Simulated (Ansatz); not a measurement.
`[CH3][Ga-]([NH3+])([Cl])[Cl]`, charge 0, multiplicity 1.

**Question.** Give a relaxed structure at PBE0-D4/def2-TZVP (Ansatz 0.2.0). (An estimate is asked.)

**Answer.** Ansatz gave: 
Z-matrix (Å, degrees):
```
C
Ga 1 1.957
H 1 1.092 2 110.9
H 1 1.091 2 109.6 3 119.2
H 1 1.092 2 110.9 3 -121.6
N 2 2.103 1 109.1 3 60.5
Cl 2 2.187 1 119.1 3 168.5
Cl 2 2.187 1 119.1 3 -47.4
H 6 1.015 2 112.8 1 -62.5
H 6 1.016 2 105.7 1 179.7
H 6 1.014 2 112.9 1 61.8
```
Point group Cs.
This is one stationary point; other conformers may exist.
